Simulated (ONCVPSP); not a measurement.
# Reading a pseudo-wave (aluminium)

Columns: radius, all-electron u(r) and pseudo u(r) of the 3p shell (level -3.32 eV) of aluminium in the configuration [Ne] 3s1 3p2; PBEsol, scalar-relativistic, ONCV scheme, ONCVPSP 4.0.1.

```json
{"r (bohr)": "0.103", "all-electron": "-0.0804", "pseudo": "0.0025"}
{"r (bohr)": "0.205", "all-electron": "-0.1754", "pseudo": "0.0098"}
{"r (bohr)": "0.308", "all-electron": "-0.2215", "pseudo": "0.0220"}
{"r (bohr)": "0.410", "all-electron": "-0.2197", "pseudo": "0.0388"}
{"r (bohr)": "0.513", "all-electron": "-0.1847", "pseudo": "0.0604"}
{"r (bohr)": "0.615", "all-electron": "-0.1303", "pseudo": "0.0858"}
{"r (bohr)": "0.718", "all-electron": "-0.0649", "pseudo": "0.1152"}
{"r (bohr)": "0.820", "all-electron": "0.0039", "pseudo": "0.1475"}
{"r (bohr)": "0.923", "all-electron": "0.0733", "pseudo": "0.1829"}
{"r (bohr)": "1.025", "all-electron": "0.1394", "pseudo": "0.2199"}
{"r (bohr)": "1.128", "all-electron": "0.2020", "pseudo": "0.2586"}
{"r (bohr)": "1.230", "all-electron": "0.2590", "pseudo": "0.2972"}
{"r (bohr)": "1.332", "all-electron": "0.3108", "pseudo": "0.3353"}
{"r (bohr)": "1.435", "all-electron": "0.3578", "pseudo": "0.3724"}
{"r (bohr)": "1.538", "all-electron": "0.3996", "pseudo": "0.4075"}
{"r (bohr)": "1.640", "all-electron": "0.4361", "pseudo": "0.4397"}
{"r (bohr)": "1.743", "all-electron": "0.4680", "pseudo": "0.4693"}
{"r (bohr)": "1.845", "all-electron": "0.4949", "pseudo": "0.4952"}
{"r (bohr)": "1.948", "all-electron": "0.5175", "pseudo": "0.5175"}
{"r (bohr)": "2.050", "all-electron": "0.5356", "pseudo": "0.5356"}
{"r (bohr)": "2.153", "all-electron": "0.5499", "pseudo": "0.5499"}
{"r (bohr)": "2.255", "all-electron": "0.5605", "pseudo": "0.5605"}
{"r (bohr)": "2.358", "all-electron": "0.5679", "pseudo": "0.5679"}
{"r (bohr)": "2.460", "all-electron": "0.5722", "pseudo": "0.5722"}
{"r (bohr)": "2.562", "all-electron": "0.5738", "pseudo": "0.5738"}
{"r (bohr)": "2.665", "all-electron": "0.5731", "pseudo": "0.5731"}
```

How many radial nodes do the two functions have?

The all-electron 3p function has n − l − 1 = 1; the pseudo-wave has 0, since the states of the same l below it are removed with the core.

At about which radius was the pseudo-wave matched?

2.05 bohr. The columns agree to 0.0005 from 1.84 bohr on; several derivatives are matched, so the curves merge somewhat inside the radius.

Is the pseudo-wave norm-conserving?

Yes: the ONCV scheme keeps the norm inside the radius equal to the all-electron one, which fixes the energy derivative of the logarithmic derivative at the level.
